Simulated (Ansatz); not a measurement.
C2H (SMILES [C-]#C), charge -1, singlet, at a GFN2-xTB geometry (a gas-phase anion, which may not be bound at this level); PBE0/pcseg-1 run with Ansatz (an electronic-structure program).

The Ansatz input:
Ansatz 0.2 input:
```yaml
crystal:
  periodic: [false, false, false]
  atoms:
    - {symbol: C, position_ang: [-0.00000000, -0.00000000, -0.47996454]}
    - {symbol: C, position_ang: [0.00000000, 0.00000000, 0.74605881]}
    - {symbol: H, position_ang: [-0.00000000, -0.00000000, -1.59656562]}
basis:
  gaussian:
    orbitals: pcseg-1.json
hamiltonian:
  xc: pbe0
total_charge: -1
```
The basis file holds pcseg-1 in the JSON format of the Basis Set Exchange.

### Question
Write the output that Ansatz gives for this input, abridged.

### Answer

```
Functional definition: PBE0
381 factors; their error is unknown
mean field evaluation 1: about -2083.2818 eV, gradient 1.6e1 eV
mean field evaluation 2: about -2082.2692 eV, gradient 2.5e1 eV
mean field evaluation 4: about -2084.0807 eV, gradient 9.5e-1 eV
mean field evaluation 8: about -2084.0813 eV, gradient 1.3e-3 eV
mean field -2084.08134795 eV, -76.5885768959 hartree, gradient 1.5e-5 eV, S^2 0.000000; 0 other end points of the search recorded, 0 dependent functions left out
reference -2084.08136701 eV, -76.5885775966 hartree; 7, 7 occupied and 26, 26 virtual orbitals, 381 factors
Total energy: -2084.08136701 eV, -76.5885775966 hartree
```
